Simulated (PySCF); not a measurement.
How methods differ on the excitation energy of As

As [Ar] 3d10 4s2 4p3 (4S) → As [Ar] 3d10 4s2 4p2 5s1 (4P), as a difference of total energies. Computed with PySCF 2.14 in aug-cc-pVDZ-PP with ECP10MDF, with a scalar-relativistic core potential. Correlated levels: valence: 3s2 3p6 3d10 frozen. The calculations carry no spin-orbit coupling.

```csv
method,excitation energy (cm⁻¹)
UHF,51931
LDA,51377
PBE,51163
PBE0,52382
r2SCAN,54485
LC-wPBE,54133
wB97M-V,51704
wB97X,53323
MN15,52388
MP2 (valence),52806
SCS-MP2 (valence),52415
```

Errors of the correlated levels include the incompleteness of this basis and the frozen core.

For comparison: 52101 cm⁻¹ (measured; NIST levels, between the centres of gravity of the two terms).
